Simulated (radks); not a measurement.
Task: Excited configurations of Mo39+: one electron is placed in a higher orbital outside [He]. The ground configuration is [He] 2s1. Method: scalar-relativistic Kohn-Sham, LDA (Slater exchange, Perdew-Wang correlation), spin-polarised, spherical densities, point nucleus; open shells are filled with parallel spins first (spin-orbit coupling, left out, can overturn this in heavy ions); computed with a radial shooting solver on a logarithmic mesh with Libxc functionals. Excitation = E - E(ground); binding = E(ion) - E, where the ion is the core of charge +40; n* = 40/sqrt(2 binding) in atomic units. These energies are relativistic, and a one-electron ion of charge +40 with no core already has n* below n in this formula (scalar-relativistic equation, point nucleus: 3p 2.982, 4d 3.991, 4f 3.996, 5d 4.989, 5f 4.994, 7s 6.961, 7p 6.976). The quantum defect is therefore taken as that value minus n*, so that it holds no relativistic shift of the bare ion.

| outer orbital | excitation (eV) | binding (eV) | n* | quantum defect | eigenvalue (eV) | <r> (bohr) |
|---|---|---|---|---|---|---|
| 3p | 3252.3 | 2461.0 | 2.974 | 0.008 | -2431.8 | 0.3064 |
| 4d | 4346.1 | 1367.2 | 3.990 | 0.001 | -1351.0 | 0.5215 |
| 4f | 4352.0 | 1361.3 | 3.999 | -0.003 | -1342.0 | 0.4487 |
| 5f | 4840.7 | 872.62 | 4.995 | 0.000 | -862.03 | 0.7850 |
| 7s | 5260.4 | 452.88 | 6.933 | 0.028 | -448.39 | 1.803 |
| 7p | 5264.0 | 449.27 | 6.961 | 0.015 | -444.75 | 1.793 |

Estimate the row for 5d.

Result: excitation (eV) 4837.8; binding (eV) 875.45; n* 4.987; quantum defect 0.003; eigenvalue (eV) -865.75; <r> (bohr) 0.8572. The Delta-SCF ionisation energy is 5713.3 eV (NIST Atomic Spectra Database: 5713.2 eV, theoretical). Self-interaction in the functional shifts the binding energies and quantum defects, so they are the method's values and not measured ones. Nuclear size, the Breit interaction and QED, all absent here, shift the 1s and 2s values of heavy ions.
